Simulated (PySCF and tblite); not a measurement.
Results of a calculation; reference values are marked as such.
C7H8O, numbered as in [CH:1]#[C:2][C@@H:3]1[CH2:4][CH2:5][C:6](=[O:7])[CH2:8]1.

Free energies: PBE0-D3(BJ)/pcSseg-1 on GFN2-xTB structures plus GFN2-xTB thermal terms, symmetry and mirror images included. Conformers within 3 kcal/mol (GFN2-xTB free energy) were kept, 10 at most. GIAO shieldings: PBE0/pcSseg-1. Shifts are against TMS (¹H), TMS (¹³C) at the same level; of two unlike H on one atom, a is the less shielded. Programs: PySCF with density fitting and tblite.

Question: What shifts does this protocol give at 298.15 K under fast conformational exchange?

Answer: ¹H: 3.02 (H3, 1H), 2.48 (H5a, 1H), 2.44 (H8a, 1H), 2.32 (H8b, 1H), 2.16 (H4a, 1H), 2.13 (H5b, 1H), 2.05 (H4b, 1H), 1.60 (H1, 1H) ppm. ¹³C: 220.7 (C6), 92.0 (C2), 76.4 (C1), 48.2 (C8), 39.8 (C5), 33.6 (C4), 29.1 (C3) ppm.

Question: How do the conformers differ?

Answer: The 5-ring runs over atoms 3–4–5–6–8.
```tsv
conformer	shape	weight %
1	5-ring twist (ring torsions -31, 13, 10, -30, 38°)	51.6
2	5-ring twist (ring torsions 30, -11, -12, 31, -38°)	48.4
```

```json
{"signal": "H1", "1": "1.56", "2": "1.64", "average": "1.60"}
{"signal": "H3", "1": "3.21", "2": "2.81", "average": "3.02"}
{"signal": "H4a", "1": "1.95", "2": "2.39", "average": "2.16"}
{"signal": "H4b", "1": "2.22", "2": "1.86", "average": "2.05"}
{"signal": "H5a", "1": "2.66", "2": "2.30", "average": "2.48"}
{"signal": "H5b", "1": "2.15", "2": "2.10", "average": "2.13"}
{"signal": "H8a", "1": "2.31", "2": "2.58", "average": "2.44"}
{"signal": "H8b", "1": "2.40", "2": "2.25", "average": "2.32"}
{"signal": "C1", "1": "76.3", "2": "76.5", "average": "76.4"}
{"signal": "C2", "1": "92.8", "2": "91.2", "average": "92.0"}
{"signal": "C3", "1": "28.8", "2": "29.4", "average": "29.1"}
{"signal": "C4", "1": "33.0", "2": "34.2", "average": "33.6"}
{"signal": "C5", "1": "38.6", "2": "41.1", "average": "39.8"}
{"signal": "C6", "1": "221.0", "2": "220.3", "average": "220.7"}
{"signal": "C8", "1": "47.5", "2": "48.9", "average": "48.2"}
```

Shifts are unscaled: against experiment ¹³C can be off by 15 ppm or more and ¹H by 0.8 ppm.
